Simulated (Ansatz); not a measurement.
C12H4N4, SMILES N#CC(C#N)=c1ccc(=C(C#N)C#N)cc1. Heavy atoms are numbered as in [N:1]#[C:2][C:3]([C:4]#[N:5])=[c:6]1[cH:7][cH:8][c:9](=[C:10]([C:11]#[N:12])[C:13]#[N:14])[cH:15][cH:16]1.

These are CAM-B3LYP-D3(BJ)/def2-SVP run with Ansatz (a first-principles code) values and carry that method's errors.

Bond lengths of the relaxed neutral molecule (Å): N1–C2 1.155, C2–C3 1.432, C3–C4 1.432, C3–C6 1.373, C4–N5 1.155, C6–C7 1.452, C6–C16 1.452, C7–C8 1.347, C8–C9 1.452, C9–C10 1.373, C9–C15 1.452, C10–C11 1.432, C10–C13 1.432, C11–N12 1.155, C13–N14 1.155, C15–C16 1.347.

### Question
How do the bond lengths change in the relaxed anion? (An estimate is asked for; the answer gives what the named calculation found.)

### Answer

| bond | neutral (Å) | anion (Å) |
|---|---|---|
| N1–C2 | 1.155 | 1.161 |
| C2–C3 | 1.432 | 1.419 |
| C3–C4 | 1.432 | 1.419 |
| C3–C6 | 1.373 | 1.422 |
| C4–N5 | 1.155 | 1.161 |
| C6–C7 | 1.452 | 1.425 |
| C6–C16 | 1.452 | 1.425 |
| C7–C8 | 1.347 | 1.369 |
| C8–C9 | 1.452 | 1.425 |
| C9–C10 | 1.373 | 1.422 |
| C9–C15 | 1.452 | 1.425 |
| C10–C11 | 1.432 | 1.419 |
| C10–C13 | 1.432 | 1.419 |
| C11–N12 | 1.155 | 1.161 |
| C13–N14 | 1.155 | 1.161 |
| C15–C16 | 1.347 | 1.369 |
